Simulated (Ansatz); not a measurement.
`N=[CH][SnH3]` + `C=C[SiH2]N` → `N[SiH2][SnH3]` + `C=CC=N`  (formal exchange of groups at the Sn–C bond)

Program: Ansatz. Geometries: PBE0-D4/def2-TZVP. ΔE: electronic, gas phase. CCSD(T)/CBS is the MP2 limit (def2-TZVPP, def2-QZVPP) plus CCSD(T) − MP2 in def2-TZVPP, frozen cores. DFT in def2-TZVPP. def2 core potentials past Kr. For Sn outer-core shells are correlated without core-valence functions, which leaves a few kJ/mol of doubt a bond. One conformer a species, not always the lowest.

CCSD(T)/CBS gives -0.38 eV.

(1) Another level gave -0.35 eV. Which?
A. r2SCAN/def2-TZVPP
B. ωB97M-V/def2-TZVPP
C. BLYP-D4/def2-TZVPP
D. RPA@PBE/def2-TZVPP

Largest T1 diagnostic among the species: 0.014.

Answers

(1) B. ωB97M-V -0.35, BLYP-D4 -0.39, r2SCAN -0.45, RPA@PBE/def2-TZVPP -0.30 eV.

At CCSD(T), def2-SVP lies −0.09 eV from the extrapolated value and def2-TZVPP +0.03 eV. Leaving LDA and LC-ωPBE aside and taking each functional with its dispersion term where it has one, the values, not all of them listed here, spread over 0.15 eV, from PBE-D4 to ωB97M-V. LDA lies −0.07 eV from PBE without D4.
